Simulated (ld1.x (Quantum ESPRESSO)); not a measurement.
Transferability test, TM semilocal potential for P (Z = 15)

* Element: phosphorus
* Generator: ld1.x (Quantum ESPRESSO) 7.5
* Type: norm-conserving Troullier–Martins (semilocal form)
* Functional: PW91
* Relativity: non-relativistic
* Frozen core: [Ne]
* Valence charge: 5
* Reference configuration: 3s2 3p1 (charge +2)
* Partial waves: 3p (bound): rc 1.45 bohr; 3d channel at 0.45 Ry: rc 1.25 bohr; 3s (bound): rc 1.35 bohr
* Local potential: the s channel
* Core correction: Bessel-smoothed model core inside 0.80 bohr

Energies are relative to the spin-unpolarised reference configuration 3s2 3p1; without spin polarisation the order of configurations can differ from experiment.

```tsv
valence configuration	charge	ΔE all-electron (eV)	error AE − PS (meV)
3s2 3p3	0	-29.008	+24
3s2 3p0	+3	29.832	+15
3s1 3p4	0	-20.555	+19
3s2 3p2.5	+0.5	-25.205	+17
3s1 3p0	+4	81.800	+60
```

What are ΔE and the potential's error for 3s2 3p2?

ΔE = -19.219 eV all-electron; the error (AE − PS) is +9.0 meV.

What are ΔE and the potential's error for 3s0 3p5?

ΔE = -11.973 eV all-electron; the error (AE − PS) is +14 meV.
